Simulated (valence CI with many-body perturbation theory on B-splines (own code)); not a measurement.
**Sb XI: M1 decay**

Computed by valence CI with perturbative core correlation (CI+MBPT): five valence electrons over a frozen Dirac-Fock core [Kr], a basis of 7 s, 7 p, 8 d, 6 f, 4 g, 1 h functions for each j, with the one-electron correlation potential Σ1 (screened to all orders), the two-electron term Σ2, the three-electron term Σ3, Breit, model QED; selected single and double excitations, second order for the rest, scaled by the run's own slope (own B-spline code, finite nucleus).

No measured spectrum was set against this ion. As an estimate, terms of the open shell hold to 2 to 4 % of their energy, and close levels can change places. Not all symmetries were solved, so the list stops early. Among the levels kept, up to 1300 cm⁻¹ of a level comes from second order outside the variational space, and about a tenth of that is noise between levels of different J, which matters for small intervals. Excitations out of the core, of the other parity, are not computed and may begin above about 53.2 eV (a cautious bound); beyond it only levels of the ground parity were kept, without lifetimes.

Lines 51 to 100 of 120 in falling wavelength, among levels below 53.199 eV, chosen from the decays that carry over 1 % of a level's rate. Wavelengths and rates use the calculated energies, so an error of 2000 cm⁻¹ moves a line at 5767 Å by 12 % and its rate by three times that or more. S is in atomic units (e²a₀⁴ for E2 and M2, e²a₀⁶ for E3), for M1 in squared Bohr magnetons. Weak lines are less certain than strong ones. Lines between different terms over intervals too small for the method are left out, as are lines whose strength nearly cancels.

Names give the largest LS component (configuration and term), which can be under half, so a name can repeat, a term be missing and a line seem to break the LS rules; names also repeat where a configuration has a term twice. Letters in brackets count levels of one name in rising energy.

```tsv
λ vac (Å)	Upper	Lower	Type	A (s⁻¹)	S (a.u.)
5790	4d5 2F_7/2 [c]	4d5 2F_5/2 [a]	M1	1.00e+00	5.79e-02
5767	4d5 4F_3/2	4d5 4P_1/2	M1	7.58e+00	2.15e-01
5661	4d5 4D_5/2	4d5 4G_5/2 [a]	M1	5.79e+00	2.34e-01
5603	4d5 2F_7/2 [c]	4d5 2G_9/2 [a]	M1	1.55e+01	8.09e-01
5360	4d5 2D_3/2 [a]	4d5 4P_3/2	M1	2.32e+01	5.29e-01
5355	4d5 2G_9/2 [b]	4d5 2G_9/2 [a]	M1	1.69e+00	9.63e-02
5330	4d5 2F_7/2 [c]	4d5 2F_7/2 [a]	M1	1.01e+01	4.53e-01
5058	4d5 2I_13/2	4d5 4G_11/2	M1	1.68e+00	1.13e-01
4993	4d5 2H_11/2	4d5 2I_13/2	M1	1.94e+01	1.07e+00
4967	4d5 4F_5/2	4d5 4D_7/2	M1	3.08e+00	8.41e-02
4929	4d5 4P_3/2	4d5 4G_5/2 [a]	M1	3.64e+00	6.47e-02
4840	4d5 2D_3/2 [a]	4d5 4D_1/2	M1	1.31e+01	2.20e-01
4780	4d5 2F_5/2 [b]	4d5 4P_3/2	M1	5.22e+00	1.27e-01
4775	4d5 4F_3/2	4d5 4D_3/2	M1	3.73e+01	6.02e-01
4763	4d5 2F_7/2 [a]	4d5 4G_9/2	M1	1.15e+01	3.68e-01
4699	4d5 2D_3/2 [a]	4d5 4D_5/2	M1	1.46e+01	2.25e-01
4682	4d5 2F_5/2 [a]	4d5 4D_3/2	M1	6.37e+00	1.45e-01
4496	4d5 2F_5/2 [a]	4d5 4G_5/2 [b]	M1	1.29e+02	2.60e+00
4403	4d5 2G_9/2 [a]	4d5 4G_11/2	M1	1.10e+01	3.49e-01
4387	4d5 2H_9/2	4d5 4D_7/2	M1	6.84e+00	2.14e-01
4378	4d5 2F_7/2 [b]	4d5 4D_5/2	M1	1.00e+01	2.49e-01
4247	4d5 2F_5/2 [b]	4d5 4D_5/2	M1	4.24e+00	7.23e-02
4237	4d5 2G_9/2 [a]	4d5 4G_7/2	M1	7.48e+00	2.11e-01
4233	4d5 2H_11/2	4d5 2I_11/2	M1	6.36e+01	2.15e+00
4153	4d5 2G_7/2 [a]	4d5 4D_7/2	M1	1.56e+01	3.31e-01
4136	4d5 2F_5/2 [a]	4d5 4G_7/2	M1	1.96e+01	3.08e-01
3966	4d5 2G_9/2 [b]	4d5 2I_11/2	M1	1.56e+01	3.61e-01
3762	4d5 2F_7/2 [a]	4d5 4G_5/2 [a]	M1	1.52e+00	2.39e-02
3651	4d5 4F_5/2	4d5 4G_5/2 [b]	M1	8.86e+00	9.59e-02
3647	4d5 2F_7/2 [b]	4d5 4D_7/2	M1	3.76e+01	5.41e-01
3616	4d5 4F_3/2	4d5 4G_5/2 [a]	M1	3.31e+01	2.32e-01
3613	4d5 2F_7/2 [c]	4d5 4D_5/2	M1	3.33e+00	4.66e-02
3556	4d5 2F_5/2 [b]	4d5 4D_7/2	M1	1.45e+01	1.45e-01
3410	4d5 4F_5/2	4d5 4G_7/2	M1	2.34e+01	2.06e-01
3301	4d5 2H_9/2	4d5 4G_9/2	M1	4.51e+01	6.02e-01
3216	4d5 2H_9/2	4d5 4G_11/2	M1	1.62e+01	1.99e-01
3191	4d5 2G_7/2 [a]	4d5 4G_5/2 [b]	M1	1.54e+00	1.48e-02
3167	4d5 2G_7/2 [a]	4d5 4G_9/2	M1	2.60e+01	2.45e-01
3127	4d5 2H_9/2	4d5 4G_7/2	M1	1.94e+01	2.20e-01
3102	4d5 2D_3/2 [a]	4d5 4D_3/2	M1	2.30e+00	1.02e-02
3100	4d5 2F_7/2 [c]	4d5 4D_7/2	M1	7.27e-01	6.42e-03
3023	4d5 2G_9/2 [b]	4d5 4D_7/2	M1	1.73e+01	1.77e-01
3020	4d5 2D_3/2 [a]	4d5 4G_5/2 [b]	M1	2.38e+00	9.71e-03
3006	4d5 2G_7/2 [a]	4d5 4G_7/2	M1	2.76e+00	2.22e-02
2961	4d5 4G_5/2 [a]	4d5 6S_5/2	M1	3.48e+01	2.01e-01
2899	4d5 2F_5/2 [b]	4d5 4D_3/2	M1	5.15e+00	2.79e-02
2864	4d5 2F_7/2 [b]	4d5 4G_9/2	M1	4.46e+01	3.11e-01
2826	4d5 2F_5/2 [b]	4d5 4G_5/2 [b]	M1	7.70e+00	3.87e-02
2731	4d5 2F_7/2 [b]	4d5 4G_7/2	M1	8.90e+00	5.38e-02
2680	4d5 2F_5/2 [b]	4d5 4G_7/2	M1	1.99e+01	8.53e-02
```
